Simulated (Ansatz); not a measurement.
Isolated molecules relaxed with PBE0-D4/def2-TZVP in Ansatz; ΔE leaves out vibrations. CCSD(T)/CBS is the MP2 limit (def2-TZVPP, def2-QZVPP) plus CCSD(T) − MP2 in def2-TZVPP, frozen cores. This one scheme is used for every species. DFT in def2-TZVPP. B3LYP here is the variant with VWN-RPA as its local correlation; programs differ in this. One conformer a species, not always the lowest.

`N[Si@H](F)[Si@@H](N)F` + H₂S → `N[SiH](F)S` + `N[SiH2]F`  (cleavage of the Si–Si bond)

```tsv
level	ΔE (kJ/mol)	difference from CCSD(T)/CBS
PBE-D4	-72.6	14.9
PBE0-D4	-79.1	8.4
ωB97X-V	-83.0	4.5
ωB97M-V	-89.5	-2.0
B2PLYP	-88.7	-1.2
r2SCAN	-87.7	-0.2
B3LYP	-84.1	3.4
HF/def2-TZVPP	-97.6	-10.1
MP2/def2-TZVPP	-95.9	-8.4
SCS-MP2/def2-TZVPP	-93.5	-6.0
CCSD/def2-TZVPP	-86.8	0.7
CCSD(T)/def2-TZVPP	-86.0	1.5
HF/def2-QZVPP	-97.9	-10.4
MP2/def2-QZVPP	-96.8	-9.3
HF/CBS(def2)	-97.9	-10.4
CCSD/CBS(def2)	-88.3	-0.8
CCSD(T)/CBS	-87.5	0
```

Largest T1 diagnostic among the species: 0.012.

The D4 term adds +4.1 kJ/mol with B3LYP and +2.8 kJ/mol with PBE0; it sums over pairs of atoms, weighted by their polarisabilities, and B3LYP, whose exchange is more repulsive, gets the larger term. From PBE to PBE0 (25 % exact exchange), in def2-TZVPP and without D4, ΔE moves by −6.6 kJ/mol.
